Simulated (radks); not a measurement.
The numbers below are computed, except where a source is named.
Spherical jellium clusters: N electrons in a uniform positive sphere of charge N and radius rs N^(1/3), rs = 2.32 bohr. Level of theory: non-relativistic Kohn-Sham, LDA (Slater exchange, Perdew-Wang correlation), spin-polarised, spherical densities (a radial shooting solver with Libxc functionals). Levels are named by radial order and angular momentum (1s, 1p, 1d, 2s, ...), and open shells are averaged over m.

N = 4, configuration 1s2 1p(up 2, down 0). This is the lowest configuration that the search found. Occupied and some empty levels:

level,occupation,eigenvalue (eV),<r> (bohr)
1s up,1,-7.6555,2.829
1s down,1,-6.7600,2.809
1p up,2,-3.3876,4.055
1p down,0,-2.4963,4.251
2s up,0,-0.84956,7.354
2s down,0,-0.56010,8.286
1d up,0,-0.054688,7.733

Energy (eV): total -1.66518, kinetic 16.013, external -126.33, Hartree 57.402, exchange-correlation -19.686, background 70.933.

Electron density:

r (bohr),n(r) (e/bohr^3)
0.529,0.02246
1.10,0.02135
1.66,0.01916
2.23,0.01581
2.80,0.01172
3.37,0.007726
3.93,0.004596
4.50,0.002564
5.07,0.001382
5.63,0.0007297
6.20,0.0003808
6.77,0.0001971
7.33,0.0001016
